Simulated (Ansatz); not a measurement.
Ideal-gas functions of `[GaH2][GeH2][TeH]` at 400 K and 1 bar, from an Ansatz frequency run at PBE0-D4/def2-TZVP.

Molar mass 274.97 g/mol, point group C1 (symmetry number 1), electronic degeneracy 1, moments of inertia 130.92, 789.705, 913.717 u Å². Harmonic wavenumbers (cm⁻¹, unscaled): 17, 53, 128, 219, 260, 322, 395, 530, 542, 614, 648, 750, 862, 1961, 1973, 2109, 2122, 2147.

Use S(trans) = R[1.5 ln M + 2.5 ln T − 1.1517]; rotational temperatures θ = 24.2544 K / I; S(rot) = R[ln(√π/σ · √(T³/θAθBθC)) + 1.5]; for each mode x = 1.438777 ν̃/T, S = R[x/(eˣ − 1) − ln(1 − e⁻ˣ)] and H = RT x/(eˣ − 1); 1 cm⁻¹ = 0.0119627 kJ/mol; R = 8.31446 J/(mol·K).

Problem. By hand: the entropy, in J/(mol·K).

Solution. Translation 185.0. Rotation: θ = 0.1853, 0.0307, 0.0265 K, giving 128.5. Vibration, mode by mode: 31.55, 22.11, 14.84, 10.51, 9.17, 7.54, 6.06, 4.10, 3.97, 3.23, 2.94, 2.20, 1.60, 0.06, 0.06, 0.04, 0.03, 0.03, in all 120.0. Electronic 0.0. Sum 433.5 J/(mol·K).

Problem. By hand: H − E and G − E in kJ/mol, counted from the electronic energy.

Solution. Zero-point energy ½ × 15652 × 0.0119627 = 93.6; thermal vibration 21.5; translation, rotation and pV give 4 RT = 13.3. H − E = 128.4 kJ/mol, and G − E = 128.4 − 400 × 433.5/1000 = -45.0 kJ/mol.

Vibration gives 28 % of the entropy, 68.5 J/(mol·K) of it from the modes under 150 cm⁻¹: soft modes count most, and the harmonic formula is weakest for them. The sum counts one conformer and one mirror image; others add a mixing term.
